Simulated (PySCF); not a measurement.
From one molecule to another.

First species: C5H13OPSi.
Geometry (GFN2-xTB, Å), atoms numbered from 1 in this order:
```
atom  x, y, z in Å
O1     0.5380   -2.8665    0.1633
P2    -0.0806   -1.5846    0.5080
C3    -1.3228   -0.9748   -0.6802
C4    -1.8399    0.4016   -0.2866
C5    -0.7112    1.4204   -0.1468
C6     0.2355    1.0899    1.0035
C7     1.0415   -0.1809    0.7599
Si8    2.2518   -0.1388   -0.7171
H9    -0.8150   -1.6219    1.7039
H10   -0.8456   -0.9571   -1.6651
H11   -2.1333   -1.7091   -0.7244
H12   -2.3701    0.3254    0.6664
H13   -2.5553    0.7498   -1.0366
H14   -1.1489    2.4057    0.0317
H15   -0.1443    1.4732   -1.0796
H16   -0.3528    0.9808    1.9208
H17    0.9246    1.9262    1.1532
H18    1.6263   -0.4210    1.6560
H19    3.2588   -1.1767   -0.5336
H20    2.8635    1.1947   -0.6957
H21    1.5709   -0.3193   -2.0016
```

Second species: cyclohexyl methyl ketone, C8H14O.
Atom-mapped SMILES: `[CH3:1][C:2](=[O:3])[CH:4]1[CH2:5][CH2:6][CH2:7][CH2:8][CH2:9]1` (hydrogens: H10, H11, H12 on C1; H13 on C4; H14, H15 on C5; H16, H17 on C6; H18, H19 on C7; H20, H21 on C8; H22, H23 on C9)

Structure used (GFN2-xTB), in Å, numbered top down from 1:
```
atom  x, y, z in Å
C1     2.5221   -1.0998   -0.0265
C2     1.5799   -0.1294    0.6479
O3     1.5580   -0.0025    1.8459
C4     0.7103    0.6969   -0.2890
C5    -0.0470   -0.1610   -1.3097
C6    -1.1119   -1.0062   -0.6179
C7    -2.1039   -0.1044    0.1088
C8    -1.3767    0.7520    1.1399
C9    -0.2750    1.5800    0.4833
H10    2.9207   -0.6890   -0.9494
H11    3.3337   -1.3479    0.6534
H12    1.9833   -2.0167   -0.2599
H13    1.4122    1.3440   -0.8327
H14   -0.5342    0.5060   -2.0253
H15    0.6407   -0.7969   -1.8684
H16   -0.6388   -1.6757    0.1043
H17   -1.6326   -1.6200   -1.3562
H18   -2.6034    0.5426   -0.6171
H19   -2.8688   -0.7093    0.5998
H20   -0.9338    0.1102    1.9023
H21   -2.0845    1.4199    1.6349
H22   -0.7215    2.2982   -0.2086
H23    0.2666    2.1358    1.2502
```

Levels: PBE0/pcSseg-1 for HOMO energy, LUMO energy and HOMO–LUMO gap. Geometries: GFN2-xTB. Each structure is a single optimised conformer of the isolated species, non-relativistic unless stated. Electronic properties by PySCF.

Values for the first species:

* HOMO energy: -7.48 eV
* LUMO energy: 0.63 eV
* HOMO–LUMO gap: 8.11 eV

**Question.** Estimate the same properties for the second species, and the change in each.

**Answer.** 
```tsv
property	first	second	second less first
HOMO energy	-7.48 eV	-7.08 eV	+0.40 eV
LUMO energy	0.63 eV	-0.36 eV	-0.99 eV
HOMO–LUMO gap	8.11 eV	6.72 eV	-1.39 eV
```

